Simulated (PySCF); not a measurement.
Isomers C6H10N2Si:

A. SMILES N[SiH2]Nc1ccccc1
B. SMILES c1c(CC=C)n([SiH3])cn1
C. SMILES N[SiH](N)c1ccccc1

Spectrum 1. 1H NMR (400 MHz, computed): δ 7.81 (d, 2H), 7.45 (m, 1H), 7.44 (m, 2H), 5.23 (s, 1H), 0.51 (br s, 4H). 13C{1H} NMR (computed): δ 145.1 (C), 139.5 (CH), 135.7 (CH), 133.2 (CH).

Spectrum 2. 1H NMR (400 MHz, computed): δ 7.24 (m, 1H), 7.04 (m, 1H), 5.97 (m, 1H), 5.67 (m, 1H), 5.52 (m, 1H), 4.94 (s, 3H), 3.49 (d, 2H). 13C{1H} NMR (computed): δ 148.0 (CH), 146.0 (CH), 136.3 (CH), 136.2 (C), 126.9 (CH2), 34.8 (CH2).

Spectrum 3. 1H NMR (400 MHz, computed): δ 7.23 (m, 2H), 6.78 (t, 1H), 6.61 (d, 2H), 5.24 (s, 2H), 2.90 (br s, 1H), 0.51 (br s, 2H). 13C{1H} NMR (computed): δ 151.0 (C), 134.9 (CH), 122.4 (CH), 119.4 (CH).

Non-relativistic Hamiltonian, in vacuum, one averaged value for each set of equivalent atoms, single conformer. PBE0-D3(BJ)/def2-SVP structure; NMR shieldings at PBE0/pcSseg-1/GIAO; PySCF.

Referencing at the same level of theory: 1H and 13C against TMS. Where no couplings were computed, multiplicities follow the n + 1 count of equivalent neighbours, and m marks all less simple cases (inequivalent or close neighbours, rings, F or P nearby). Shifts are as computed. Against solution values, carbons near 30 ppm lie about +2 ppm off and those near 130 ppm about +5 ppm. Of 1309 compounds with measured shifts, 239 miss one by over three times the rms of a fit or turn the order of signals round; such compounds aren't used in these exercises. OH and NH positions are gas-phase values without hydrogen bonding to other molecules.

Q: Match each spectrum to its structure.

A: 1–C, 2–B, 3–A.

- Spectrum 1 (C): 4 13C signals; δC 139.5 is an aromatic CH; δC 135.7 is an aromatic CH.
- Spectrum 2 (B): 6 13C signals; δC 148.0 is an alkene CH; δC 126.9 is a terminal =CH2 carbon.
- Spectrum 3 (A): 4 13C signals; δC 151.0 is an aromatic carbon bearing nitrogen; δC 134.9 is an aromatic CH.
